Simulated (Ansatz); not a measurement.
`O[Si](O)(F)[SiH2]F` + silanol → `O[Si](O)(F)O[SiH3]` + `F[SiH3]`  (cleavage of the Si–Si bond)

Program: Ansatz. Geometries: PBE0-D4/def2-TZVP. ΔE: electronic, gas phase. CCSD(T)/CBS adds triple-zeta CCSD(T) − MP2 to the extrapolated MP2 energy (def2 sets, frozen cores). This one scheme is used for every species. DFT in def2-TZVPP. Each species was taken in one conformer, which may not be the lowest.

`O[Si](O)(F)[SiH2]F`:

Cartesian coordinates in Å:
```
O -0.393 1.524 -1.144
Si -0.503 0.517 0.138
O 0.000 1.317 1.457
F -2.037 0.084 0.272
Si 0.812 -1.415 -0.014
F 0.421 -2.177 -1.375
H -0.907 1.325 -1.928
H -0.226 2.244 1.558
H 0.576 -2.345 1.118
H 2.256 -1.074 -0.082
```

`O[SiH3]`:

```xyz
6

O    -0.252    1.171   -0.455
Si    0.151   -0.365   -0.016
H    -0.747    1.700    0.171
H     1.007   -0.382    1.202
H     0.897   -0.932   -1.163
H    -1.056   -1.192    0.261
```

`O[Si](O)(F)O[SiH3]`:

Cartesian coordinates in Å:
```
O -2.269 0.029 -0.307
Si -0.920 -0.022 0.596
O -0.555 -1.568 0.903
F -1.196 0.787 1.935
O 0.351 0.663 -0.107
Si 1.821 0.403 -0.788
H -2.743 0.858 -0.375
H -1.267 -2.168 1.128
H 2.285 1.694 -1.351
H 1.712 -0.605 -1.872
H 2.782 -0.071 0.238
```

`F[SiH3]`:

```xyz
5

F    -1.349   -0.013    0.783
Si    0.035    0.000   -0.020
H    -0.260   -0.195   -1.459
H     0.882   -1.102    0.492
H     0.692    1.310    0.204
```

```tsv
level	ΔE (kJ/mol)
B97M-V	-155.0
B2PLYP	-157.8
MP2/def2-TZVPP	-165.2
MP2/def2-QZVPP	-164.5
```

Problem. What does CCSD(T)/CBS give? (An estimate is asked.)

Solution. The calculation gave: -157.9 kJ/mol. The listed levels differ from it by 2.9, 0.1, -7.3, -6.6 kJ/mol.

Problem. What do rigid-rotor, harmonic-oscillator terms from PBE0-D4/def2-TZVP frequencies (298.15 K, 1 bar) make of the CCSD(T)/CBS value? (Best estimate.)

Solution. Ansatz gave: ΔZPE = -2.5 kJ/mol, ΔH = -161.3 kJ/mol, ΔS = -4 J/(mol·K), ΔG = -160.3 kJ/mol. Modes under 50 cm⁻¹ make the entropy rough.

Largest T1 diagnostic among the species: 0.012.

From r2SCAN to r2SCAN0 (25 % exact exchange), in def2-TZVPP and without D4, ΔE moves by −7.2 kJ/mol. At CCSD(T), def2-SVP lies −3.3 kJ/mol from the extrapolated value and def2-TZVPP −2.7 kJ/mol.
